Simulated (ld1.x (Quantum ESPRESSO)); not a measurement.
**Varying the TM potential for Tc (Z = 43)**

Base potential:

* Element: technetium (Tc)
* Generator: ld1.x (Quantum ESPRESSO) 7.5
* Type: norm-conserving Troullier–Martins (Kleinman–Bylander form)
* Functional: BP86
* Relativity: fully relativistic
* Frozen core: [Ar] 3d10 4s2
* Valence charge: 13
* Reference configuration: 4p6 4d4 5s0 5p0 (charge +3)
* Partial waves: 5s (bound, empty): rc 2.15 bohr; 4p (bound): rc 1.55 bohr; 4d (bound): rc 2.05 bohr
* Local potential: all-electron potential smoothed inside 1.25 bohr (lloc = -2)
* Core correction: Bessel-smoothed model core inside 0.85 bohr

Open shells are filled in proportion to 2j + 1 (rel_dist='average').

Cutoffs, loose and tight: the cutoffs (Ry, on a coarse ladder) from which the occupation-weighted sum of valence levels, in a spherical-Bessel basis at the reference potential, stays within 10 and 1 mRy of its value at 400 Ry. They do not see the model core or the augmentation charge, which bear on the density cutoff. Test errors are all-electron minus pseudo excitation energies from the reference, over the configurations 4p6 4d5 5s2 5p0; 4p6 4d5 5s1 5p0; 4p6 4d5 5s0 5p0; 4p6 4d6 5s1 5p0; 4p6 4d5 5s0 5p1; 4p6 4d5 5s1 5p1; 4p6 4d3 5s0 5p0. A dash means not determined; rows that change the core or the reference have their own tests.

A true bound ghost makes a file unfit for plane-wave use even where its test errors are small: the radial tests pick states by their node count and pass the ghost by.

Cutoffs are not given where the Bessel-basis levels miss the radial ones by over 6 mRy, ghosts where they miss by over 20 mRy; a channel whose overlap is not positive is not tested.

| change | outcome | cutoff, loose | cutoff, tight | bound ghosts | largest test error (meV) |
| --- | --- | --- | --- | --- | --- |
| base | generated | 50 Ry | 90 Ry | s | +71 |
| type PAW; waves now 5s (bound): rcut 1.85, rcutus 2.15 bohr; 5s channel at 2.95 Ry: rcut 1.85, rcutus 2.15 bohr; 4p (bound): rcut 1.50, rcutus 1.55 bohr; 5p (bound): rcut 1.50, rcutus 1.55 bohr; 4d (bound): rcut 1.80, rcutus 2.05 bohr; 4d channel at -2.3 Ry: rcut 1.80, rcutus 2.05 bohr; local potential all-electron potential smoothed inside 1.25 bohr (lloc = -1); augmentation PSQ, inside the norm-conserving radii | generated | – | – | not determined | test run stopped at test 1 of 7 (negative rho) |
| wave 5s (bound): rc 2.15 bohr becomes 5s (bound): rc 3.18 bohr | generated | 50 Ry | 90 Ry | s | +39 |
| reference 4p6 4d5 5s2 5p0 | generated | 50 Ry | 90 Ry | s | +65 |
| local potential all-electron potential smoothed inside 2.36 bohr (lloc = -2) | generated | 50 Ry | 90 Ry | none | -426 |
| core correction Bessel-smoothed model core inside 1.10 bohr | generated | 50 Ry | 90 Ry | s | +71 |
| wave 4p (bound): rc 1.55 bohr becomes 4p (bound): rc 2.32 bohr | generated | 40 Ry | 55 Ry | s | +79 |
| scalar-relativistic | generated | 50 Ry | 90 Ry | s | +61 |
| all radii but the core radius scaled by about 1.22 (s 2.62, p 1.90, d 2.50 bohr); local potential all-electron potential smoothed inside 1.52 bohr (lloc = -2) | generated | 35 Ry | 55 Ry | s | +78 |

Problem. What comes out with this change to the base: local potential the p channel?

Solution. outcome: generated, misses its reference levels by 2.04 eV; cutoff, loose: 50 Ry; cutoff, tight: 90 Ry; bound ghosts: s; largest test error (meV): +84.

Problem. What comes out with this change to the base: wave 4d (bound): rc 2.05 bohr becomes 4d (bound): rc 2.68 bohr?

Solution. outcome: generated; cutoff, loose: 50 Ry; cutoff, tight: 90 Ry; bound ghosts: s, d5/2; largest test error (meV): +70.
